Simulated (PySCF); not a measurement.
C4H2NPS.
Numbering: `[N:1]#[C:2][c:3]1[p:4][cH:5][cH:6][s:7]1`

Definitions: NICS(0) = −σiso at the ring centroid; NICS(1) = −σiso and NICS(1)zz = −σzz at ±1 Å along the ring normal z. Level: GIAO PBE0/pcSseg-1 (PySCF, non-relativistic, gas phase) on the GFN2-xTB geometry, one conformer.

Ring bond lengths (Å), with Mayer bond orders in brackets: C3–P4 1.729 (1.35), P4–C5 1.762 (1.16), C5–C6 1.355 (1.60), C6–S7 1.710 (1.19), S7–C3 1.737 (1.13).

Question: What do the NICS probes read (ppm)?

Answer: 
```json
{"ring": "C3–P4–C5–C6–S7", "type": "5-membered ring with P and S; formal bonds all aromatic", "NICS(0)": "-12.3", "NICS(1), two faces": "-11.8 / -11.8", "NICS(1)zz, two faces": "-26.6 / -26.6", "rms pucker (Å)": "0.00", "centre to ring atoms, mean (Å)": "1.40"}
```

Question: What do they say, and how far can they be read as aromaticity?

Answer: 
- C3–P4–C5–C6–S7: mean NICS(1)zz -26.6 ppm, shielded.

Question: And the bond-length index? HOMA takes Krygowski's 1993 parameters.

Answer: 
- C3–P4–C5–C6–S7: HOMA 0.73; the largest term is that of P4–C5, α(R − Ropt)² = 0.49.

Question: At the first NICS(1) probe listed for ring C3–P4–C5–C6–S7, 1 Å off the ring, how large is the induced field along the normal in 14.1 T applied along it?

Answer: NICSzz × B0 = -26.6 ppm × 14.1 T = -375 μT, against the applied field.

Question: Give the inner angles of the rings and the Hirshfeld charges of the ring atoms.

Answer: 
- C3–P4–C5–C6–S7: C3 118.0° (-0.084 e), P4 92.4° (+0.132 e), C5 117.9° (-0.118 e), C6 117.6° (-0.059 e), S7 94.2° (+0.167 e); sum 540.0° against 540° for a flat convex ring.

The run took 15 s wall (grids of density and orbitals included) on Arm Neoverse V2, one thread, no GPU, shared host, and the process peaked at 0.69 GiB of memory. This is the whole shielding run at PBE0/pcSseg-1, SCF included.
